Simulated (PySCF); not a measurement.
Computed shifts of a molecule C4H9Cl, PBE/pcSseg-1 run with PySCF, GIAO, gas phase, atoms alike by connectivity averaged where their shifts nearly agree, in ppm (number of nuclei): ¹³C: 59.5 (1), 43.7 (1), 28.9 (1), 20.1 (1). ¹H: 4.29 (1), 3.95 (1), 2.51 (1), 2.01 (2), 1.54 (3), 1.51 (1). References: ¹³C against TMS (σ = 182.0 ppm); ³⁵Cl against HCl (σ = 936.5 ppm); ¹H against TMS (σ = 31.49 ppm), references at their B3LYP-D3(BJ)/def2-TZVP geometries, non-relativistic (without spin–orbit terms, shifts of atoms bonded to Cl or Br come out too high). Coordinates come from a PBE-D3(BJ)/def2-SVP optimisation. One conformer was computed; it need not be the lowest.

Problem. Identify the compound among the candidates.
(A) CCCCCl
(B) CC[C@H](C)Cl
(C) CC(C)(C)Cl
(D) CC(C)CCl

Solution. A, CCCCCl
